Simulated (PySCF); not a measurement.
Hf: excitation energy

Hf [Xe] 4f14 5d2 6s2 (3F) → Hf [Xe] 4f14 5d4 (5D), as a difference of total energies. Calculation: PySCF 2.14, in def2-QZVPPD with the def2 core potential (60 electrons) (7s6p4d3f2g, 84 functions); a scalar-relativistic core potential. Correlated levels: valence: 5s2 5p6 frozen. The calculations carry no spin-orbit coupling.

| method | excitation energy (cm⁻¹) |
| --- | --- |
| UHF | 35943 |
| MP2 (valence) | 38684 |
| SCS-MP2 (valence) | 44053 |
| CCSD (valence) | 39109 |
| CCSD(T) (valence) | 39371 |
